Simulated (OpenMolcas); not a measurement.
**What dynamic correlation does to the levels of Cl+**

```
Program             : OpenMolcas 26.06
Basis               : ANO-RCC-VTZP [5s4p2d1f]
Scalar Hamiltonian  : DKH2, point nucleus
Active space        : 6 electrons in 4 orbitals (3s 3p)
State averaging     : 2S+1 = 3 even, 3 roots; 2S+1 = 1 even, 6 roots kept (CI in the orbitals of an earlier block); 2S+1 = 3 odd, 3 roots; 2S+1 = 1 odd, 3 roots kept (CI in the orbitals of an earlier block)
Spin-orbit coupling : RASSI with atomic mean-field integrals over the reference wave functions, term energies averaged over their components
```

Methods on the same reference wave functions:
A. CASSCF
B. SS-CASPT2, IPEA 0.25 Eh, imaginary shift 0.1 Eh (closed shells correlated: 2s 2p)

Energies in cm⁻¹ above 3s² 3p⁴ ³P₂, the measured ground level; measured values from NIST Handbook of Basic Atomic Spectroscopic Data.

```
      Level       A       B  Measured
3s² 3p⁴ ³P₂     0.0     0.0       0.0
3s² 3p⁴ ³P₁     648     650       696
3s² 3p⁴ ³P₀     934     938       996
3s² 3p⁴ ¹D₂   14469   12120     11654
3s² 3p⁴ ¹S₀   26929   28050     27878
3s 3p⁵ ³P°₂  116925  103850     93368
3s 3p⁵ ³P°₁  117556  104480     94000
3s 3p⁵ ³P°₀  117877  104800     94334
3s 3p⁵ ¹P°₁  172099  147670
```

Deviations, from unrounded energies. A percentage is the sum of absolute deviations over the sum of measured energies, with the sign that they share, or ± where signs differ.

```
                        Against measurement  Levels      A      B
             mean absolute deviation (cm-1)       7  11000   4600
      fine structure of the ground term (%)       2   -6.5   -6.1
other terms of the ground configuration (%)       2   ±9.5   +1.6
                   other configurations (%)       3  +25.1  +11.2
```

B lies closest to measurement on these levels. The largest miss of B in the table is 3s 3p⁵ ³P°₂, by +10000 cm-1. The ranking rests on the paired levels alone, and a cruder setting can come out closer through cancelling errors.

From A to B the spin-free energies of the other terms of 3s² 3p⁴ shown, above ³P, scale by factors of 0.83 to 1.04.

The lowest spin-free term lies below A's lowest term by 0.154 hartree in B.

Term energies are means over components that CASPT2 splits; among the terms shown or strongly mixed into the levels shown the widest spread is 140 cm-1 (3s² 3p⁴ ¹D, B). Over all roots computed the reference weight is 0.87 to 0.95 in B; the roots of lowest weight are the least certain, and an intruder state may touch them. Terms from blocks run as CI alone lack orbitals of their own. Terms of s pⁿ other than that of highest spin mix with s² pⁿ⁻² d, which this space lacks; all of them can be thousands of cm-1 off, and some have no real level of that name. Without dynamic correlation excited terms often stand tens of per cent too high (terms of higher spin than the ground term too low), and those without a measured partner can miss by more than the paired ones (holds for A). Computed and measured levels are paired by configuration, term and J; levels that our copy of the source lacks, or whose pairing is in doubt (as where it misses far off the trend of its configuration), stay unpaired and out of the deviations. Only configurations of the active space appear.

° marks odd parity.
